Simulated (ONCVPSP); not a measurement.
## Before and after: ONCV potential for Sb

Sb, optimised norm-conserving Vanderbilt (ONCV), made with ONCVPSP 4.0.1 (PBE, scalar-relativistic). Core [Kr] 4d10, reference 5s2 5p3. Waves: 5s: rc 2.05 bohr, ncon 3, nbas 8, qcut 2.9 1/bohr, 2 projectors, debl 2.4 Ha; 5p: rc 1.85 bohr, ncon 3, nbas 6, qcut 4.3 1/bohr, 3 projectors, debl 3 Ha. Local part: polynomial inside 1.70 bohr (lpopt 4, dvloc0 0 Ha). Core correction: Teter function, fcfact 3, rcfact 1.3.

Change: s: qcut 2.4; p: qcut 3.6.

Cutoffs: the cutoffs (Ha) at which the residual kinetic energy of the hardest occupied pseudo-wave falls to 1 and 0.1 mHa per electron; they do not see the model core or the augmentation charge, which bear on the density cutoff. Errors are all-electron minus pseudo energies relative to the spin-unpolarised reference configuration.

Problem. How do hardness, ghosts and transferability respond?

Solution. The potential gets harder (20 Ha and 50 Ha → 41 Ha and 65 Ha); both files keep a bound ghost (p); of the 4 tests that both files solve, the error grows in 1 and shrinks in 0 by more than 15 % and 0.3 meV (median size 26.1 → 28.9 meV).

```tsv
quantity	base	changed
cutoff, loose	20 Ha	41 Ha
cutoff, tight	50 Ha	65 Ha
loose cutoff by channel	s 20 Ha, p 6.2 Ha	s 41 Ha, p 5.9 Ha
bound ghosts	p	p
GHOST(+) flags under 300 eV	s at 85.2 eV, p at 233.2 eV	s at 87.5 eV, p at 235.9 eV
error for 5s2 5p2, meV [ΔE 8.32 eV]	-6.5	-6.4
error for 5s2 5p1, meV [ΔE 24.29 eV]	-37	-37
error for 5s2 5p0, meV [ΔE 48.70 eV]	-107	-106
error for 5s1 5p4, meV [ΔE 8.11 eV]	-15	-21
s: phases at 2.08 bohr within 0.05 rad from the reference energy up to (Ha; the scan ends near 5)	2.9	2.9
p: phases at 1.88 bohr within 0.05 rad from the reference energy up to (Ha; the scan ends near 5)	to the end of the scan	to the end of the scan
rms error of d²Exc/dni dnj with the model core, mHa	1.12	0.97
```

 A true bound ghost makes a file unfit for plane-wave use even where its test errors are small: the radial tests pick states by their node count and pass the ghost by.
